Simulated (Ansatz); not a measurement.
Energy profile

The step: SiH₂Cl₂ ([Cl][SiH2][Cl]) + SiH₃Cl ([SiH3][Cl]) → Si₂H₄Cl₂ ([SiH3][SiH]([Cl])[Cl]) + HCl; bonds formed: Si1–Si7, Cl2–H6; bonds broken: Si1–H6, Cl2–Si7 (atoms numbered as in the saddle structure below).

```
10
angstrom
Si -1.0444 -0.8011 0.0302
Cl 2.1594 -0.3547 1.3040
Cl -1.0762 -1.4952 -1.8813
Cl -1.0839 -2.3712 1.3229
H -2.1968 0.0740 0.3111
H 0.6134 -0.4387 0.6202
Si 0.6910 1.0454 -0.2359
H 0.7218 2.0833 0.8085
H 1.7642 0.9033 -1.2327
H -0.5484 1.3548 -1.0469
```

Electronic energies by CCSD(T) at an estimated basis limit (MP2 extrapolated from triple and quadruple zeta, plus CCSD(T) − MP2 in triple zeta), on PBE0-D4/def2-TZVP structures; Si₂H₅Cl₃, singlet; no counterpoise correction. Computed with Ansatz 0.2.0 (basis: def2-TZVPP and def2-QZVPP); correlated methods freeze the cores. Extrapolation: Hartree–Fock as exp(−7.88 √X), correlation as X^−2.97.

Q: Give the profile in kJ/mol, counted from the separated reactants. (To be estimated.)

A: The calculation gives:
| point | kJ/mol |
| --- | --- |
| separated: SiH₂Cl₂ (linked as [Cl][SiH2][Cl]; Si1, Cl3, Cl4, H5, H6; singlet) + SiH₃Cl (linked as [SiH3][Cl]; Cl2, Si7, H8, H9, H10; singlet) | 0.0 |
| start structure | -12.2 |
| saddle | 261.2 |
| end structure | 81.5 |
| separated: Si₂H₄Cl₂ (linked as [SiH3][SiH]([Cl])[Cl]; Si1, Cl3, Cl4, H5, Si7, H8, H9, H10; singlet) + HCl (Cl2, H6; singlet) | 91.8 |

The T1 diagnostic stays at or below 0.012.

For scale, one of the runs: CCSD(T)/def2-TZVPP, 280 basis functions, launched by `ansatz run in.yaml --threads 8 --pin off --events-out ev --progress --plain --max-ram 19148MiB`. The run took 2.1 min on 8 CPU threads of an Arm Neoverse V1 (shared host), with 6.9 GiB of host memory at its peak.
